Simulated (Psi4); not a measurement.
ClGa (SMILES [Cl][Ga]), singlet, geometry from GFN2-xTB (such geometries of metal compounds can be far from the true shape).

Psi4 was given this input:
```
memory 2 GB

molecule {
0 1
  Ga   -0.00000000   -0.00000000   -0.76826451
  Cl    0.00000000    0.00000000    1.40095293
}

set basis 6-31g

energy('svwn')
print_variables()
```

Problem. What does this run give for the number of basis functions, nuclear repulsion energy, total energy, dipole moment?

Solution. 
```yaml
number_of_basis_functions: 42
nuclear_repulsion_energy: 128.5608 Eh
total_energy: -2381.2212 Eh
dipole_moment: 2.39 D
```
